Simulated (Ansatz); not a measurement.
Relaxation of BClFH6N (10 atoms, charge 0, multiplicity 1), to a largest force component of 0.03 eV/Å in at most 50 steps.

Computed with Ansatz, UKS LDA/def2-SVP.

```xyz
10
Properties=species:S:1:pos:R:3
B 0.418 -2.124 0.557
Cl 1.700 -0.976 -0.026
H -0.186 -2.738 -0.296
H 0.358 -2.289 1.755
H -1.283 0.271 0.335
F -1.690 -0.454 0.739
H 0.870 1.417 -0.725
N -0.022 1.917 -0.651
H 0.135 2.766 -0.094
H -0.300 2.209 -1.595
```

Where does it end, and by what steps?

The run converged. After 19 steps the energy has fallen by 2.119 eV; H3 moved furthest, 1.30 Å. Parted: H5–F6. Joined: B1–F6, H5–N8.

```json
{"step": "0", "energy less start (eV)": "0.0000", "largest force component (eV/Å)": "1.561", "accepted": "yes"}
{"step": "1", "energy less start (eV)": "-0.3418", "largest force component (eV/Å)": "0.761", "accepted": "yes"}
{"step": "2", "energy less start (eV)": "-0.6703", "largest force component (eV/Å)": "0.563", "accepted": "yes"}
{"step": "3", "energy less start (eV)": "-1.1039", "largest force component (eV/Å)": "1.046", "accepted": "yes"}
{"step": "4", "energy less start (eV)": "-1.5772", "largest force component (eV/Å)": "1.263", "accepted": "yes"}
{"step": "5", "energy less start (eV)": "-1.6913", "largest force component (eV/Å)": "1.947", "accepted": "yes"}
{"step": "6", "energy less start (eV)": "-1.9228", "largest force component (eV/Å)": "0.837", "accepted": "yes"}
{"step": "7", "energy less start (eV)": "-2.0067", "largest force component (eV/Å)": "0.415", "accepted": "yes"}
{"step": "8", "energy less start (eV)": "-2.0403", "largest force component (eV/Å)": "0.368", "accepted": "yes"}
{"step": "9", "energy less start (eV)": "-2.0514", "largest force component (eV/Å)": "0.104", "accepted": "yes"}
{"step": "10", "energy less start (eV)": "-2.0584", "largest force component (eV/Å)": "0.076", "accepted": "yes"}
{"step": "11", "energy less start (eV)": "-2.0634", "largest force component (eV/Å)": "0.227", "accepted": "yes"}
{"step": "12", "energy less start (eV)": "-2.0781", "largest force component (eV/Å)": "0.192", "accepted": "yes"}
{"step": "13", "energy less start (eV)": "-2.0950", "largest force component (eV/Å)": "0.239", "accepted": "yes"}
{"step": "14", "energy less start (eV)": "-2.1026", "largest force component (eV/Å)": "0.284", "accepted": "yes"}
{"step": "15", "energy less start (eV)": "-2.1098", "largest force component (eV/Å)": "0.224", "accepted": "yes"}
{"step": "16", "energy less start (eV)": "-2.1158", "largest force component (eV/Å)": "0.073", "accepted": "yes"}
{"step": "17", "energy less start (eV)": "-2.1183", "largest force component (eV/Å)": "0.098", "accepted": "yes"}
{"step": "18", "energy less start (eV)": "-2.1189", "largest force component (eV/Å)": "0.037", "accepted": "yes"}
{"step": "19", "energy less start (eV)": "-2.1190", "largest force component (eV/Å)": "0.014", "accepted": "yes"}
```

```xyz
10
Properties=species:S:1:pos:R:3
B 0.020 -1.374 0.487
Cl 1.792 -0.612 0.384
H -0.374 -1.506 -0.680
H 0.104 -2.396 1.152
H -0.682 0.721 0.250
F -0.800 -0.385 1.159
H 0.809 0.826 -0.421
N -0.167 1.308 -0.530
H -0.138 2.320 -0.344
H -0.565 1.098 -1.458
```

The run took 11 s on 2 threads of AMD EPYC 9B45 (Zen 5) (shared host), peak memory 0.17 GiB.
